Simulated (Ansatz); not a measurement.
Ge(tBu)Me3 (C₇H₁₈Ge). The state is a triplet with charge 0. Geometry PBE-D4/def2-SVP, that of the neutral singlet.

```xyz
26

Ge    0.4394   -0.1081    0.8093
C    -0.5150    0.1262   -0.9478
C    -1.6481   -0.9083   -1.0458
C     0.4870   -0.0847   -2.0947
C    -1.0972    1.5476   -1.0163
H    -2.2044   -0.7920   -2.0043
H    -1.2632   -1.9491   -1.0136
H    -2.3859   -0.7967   -0.2233
H     0.9397   -1.0984   -2.0703
H     1.3146    0.6545   -2.0633
H    -0.0171    0.0264   -3.0823
H    -0.3084    2.3248   -0.9338
H    -1.8370    1.7319   -0.2094
H    -1.6199    1.7116   -1.9867
C    -0.7611    0.3731    2.3017
H    -0.2651    0.1722    3.2730
H    -1.6966   -0.2200    2.2609
H    -1.0250    1.4489    2.2628
C     2.0354    1.0532    0.8724
H     2.5137    0.9943    1.8715
H     1.7612    2.1102    0.6812
H     2.7793    0.7400    0.1124
C     1.0078   -1.9868    1.0270
H     1.6478   -2.3046    0.1797
H     0.1294   -2.6606    1.0761
H     1.5890   -2.1054    1.9639
```

At PBE0-D4/def2-TZVP a singlet of charge 0 lies 6.73 eV below the triplet at the same geometry.

Question: Estimate the α-spin orbital energies around the gap (eV) in Ansatz with PBE-D4/def2-TZVP, r2SCAN-D4/def2-TZVP, PBE0-D4/def2-TZVP.

Answer: 
| orbital | PBE-D4/def2-TZVP | r2SCAN-D4/def2-TZVP | PBE0-D4/def2-TZVP |
| --- | --- | --- | --- |
| HOMO−5 | -8.91 | -9.25 | -10.36 |
| HOMO−4 | -8.91 | -9.25 | -10.36 |
| HOMO−3 | -7.87 | -8.29 | -9.25 |
| HOMO−2 | -7.58 | -7.88 | -8.84 |
| HOMO−1 | -7.58 | -7.88 | -8.84 |
| HOMO | -0.64 | -0.50 | -0.80 |
| LUMO | 0.18 | 0.45 | 0.95 |
| LUMO+1 | 0.28 | 0.51 | 0.95 |
| LUMO+2 | 0.28 | 0.51 | 0.96 |
| LUMO+3 | 0.58 | 0.81 | 1.36 |
| LUMO+4 | 1.00 | 1.27 | 1.79 |
| LUMO+5 | 1.00 | 1.28 | 1.79 |
| β HOMO | -7.44 | -7.71 | -8.65 |
| β LUMO | -7.00 | -6.85 | -6.30 |
